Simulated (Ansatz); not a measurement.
Basis-set extrapolation for C11H8O2, SMILES `O=C(O)c1cccc2ccccc12` (PBE0-D4/def2-TZVP geometry, frozen core, Ansatz 0.2.0). Multiplicity 1, RHF reference.

|  | def2-TZVPP | def2-QZVPP |
| --- | --- | --- |
| HF | -571.180693 | -571.204044 |
| MP2 correlation | -2.172520 | -2.318259 |
| CCSD(T) correlation | -2.308076 | not run |

Energies in hartree. Use E(X) = E(∞) + A·exp(−7.88·√X) for Hartree–Fock and E(X) = E(∞) + B·X^(−2.97) for correlation, with X = 3 and 4, and add CCSD(T) minus MP2 of the smaller set to the MP2 limit.

**Question.** What is the CCSD(T) energy at the basis-set limit?

**Answer.** HF limit: -571.204044 + (-0.023351) × 0.13774 = -571.20726. MP2 limit: -2.318259 + (-0.145739) × 0.74074 = -2.42621. Higher-order term: -2.308076 − (-2.172520) = -0.13556. Total: -573.76903 hartree, 7.63 eV below CCSD(T)/def2-TZVPP.
